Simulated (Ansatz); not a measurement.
AgI, triplet, at a GFN2-xTB geometry (such geometries of metal compounds can be far from the true shape) (the multiplicity is a formal guess) (core potentials on Ag, I). Base run: BLYP/def2-SV(P) (Ansatz, a first-principles code).

The Ansatz input:
Ansatz 0.2 input:
```yaml
crystal:
  periodic: [false, false, false]
  atoms:
    - {symbol: Ag, position_ang: [-0.00000000, -0.00000000, -1.54269681]}
    - {symbol: I, position_ang: [0.00000000, 0.00000000, 1.36805189]}
basis:
  gaussian:
    orbitals: def2-SV_P_.json
hamiltonian:
  xc: blyp
magnetization: {spin_polarized: true, initial_magnetization: 2}
```
The basis file holds def2-SV(P) in the JSON format of the Basis Set Exchange.

The base run was repeated with changes; each row names its change, and settings that it needs were set with it.

```
change                                                         ΔE vs base (mEh)
-------------------------------------------------------------  ----------------
base                                                                      0.000
fitting.mean_field = def2-universal-JKFIT                                -0.047
lower_state_search = light                                                0.000
accuracy = high                                                           0.000
final_grid = 4, 8, 17                                                    -0.039
final_grid = 14, 28, 59                                                   0.000
forces = on                                                               0.000
lower_state_search = off                                                  0.000
lower_state_search = full                                                 0.000
point_charge = charge:1.0 position_ang:-0.565, -1.4908, 4.073           -13.755
nuclear_model = gaussian                                                  0.000
```
